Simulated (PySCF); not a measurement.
Molfile (atoms numbered from 1):
```
C5H6O3
     RDKit          3D

 14 14  0  0  0  0  0  0  0  0999 V2000
    2.6433    0.4412    1.0072 O   0  0  0  0  0  0  0  0  0  0  0  0
    2.5111   -0.5493    0.3561 C   0  0  0  0  0  0  0  0  0  0  0  0
    1.4040   -1.0003   -0.2264 O   0  0  0  0  0  0  0  0  0  0  0  0
    0.2168   -0.3156   -0.1331 C   0  0  0  0  0  0  0  0  0  0  0  0
   -0.1124    0.8231    0.4619 C   0  0  0  0  0  0  0  0  0  0  0  0
   -1.5648    1.0817    0.2203 C   0  0  0  0  0  0  0  0  0  0  0  0
   -2.0355   -0.0137   -0.5583 O   0  0  0  0  0  0  0  0  0  0  0  0
   -0.9813   -0.9167   -0.8194 C   0  0  0  0  0  0  0  0  0  0  0  0
    3.3199   -1.2656    0.1334 H   0  0  0  0  0  0  0  0  0  0  0  0
    0.5106    1.4851    1.0291 H   0  0  0  0  0  0  0  0  0  0  0  0
   -1.7279    2.0176   -0.3314 H   0  0  0  0  0  0  0  0  0  0  0  0
   -2.1355    1.1332    1.1573 H   0  0  0  0  0  0  0  0  0  0  0  0
   -1.2256   -1.9090   -0.4164 H   0  0  0  0  0  0  0  0  0  0  0  0
   -0.8236   -1.0123   -1.9024 H   0  0  0  0  0  0  0  0  0  0  0  0
  1  2  2  0
  2  3  1  0
  3  4  1  0
  4  5  2  0
  5  6  1  0
  6  7  1  0
  7  8  1  0
  8  4  1  0
  2  9  1  0
  5 10  1  0
  6 11  1  0
  6 12  1  0
  8 13  1  0
  8 14  1  0
M  END
```

How the numbers were obtained: structure optimised with GFN2-xTB, shieldings: GIAO PBE0/pcSseg-1, in PySCF 2.14 (relativity neglected, rapidly exchanging positions averaged, single conformer, gas phase).

Referencing at the same level of theory: TMS for ¹³C (186.93 ppm).

Do the ¹³C shifts follow the atomic charges (in e)? Tabulate both.

Answers


```csv
atoms,hybridisation,δ (ppm),σ para (ppm),Hirshfeld,IAO,Mulliken,ESP-fitted
C2,sp2,162.5,-219,+0.19,+0.41,+0.44,+0.63
C4,sp2,151.8,-223,+0.06,+0.15,+0.01,+0.42
C5,sp2,117.8,-190,-0.08,-0.22,-0.19,-0.41
C6,sp3,80.7,-139,+0.01,-0.05,+0.16,+0.09
C8,sp3,77.7,-135,-0.00,-0.06,+0.20,+0.10
```

Correlation coefficients of δ with charge over these carbons: Hirshfeld +0.67, IAO +0.73, Mulliken +0.16, ESP-fitted +0.57; with the paramagnetic shielding -0.98. With so few points, grouped by hybridisation, these coefficients are fragile. Charge is one influence among several: hybridisation and low-lying excitations act through the paramagnetic term.

Shifts are as computed. Against solution values, carbons near 30 ppm lie about +3 ppm off and those near 130 ppm about +5 ppm. Of 1211 compounds with measured shifts, 218 miss one by over three times the rms of a fit or turn the order of signals round; such compounds aren't used in these exercises.
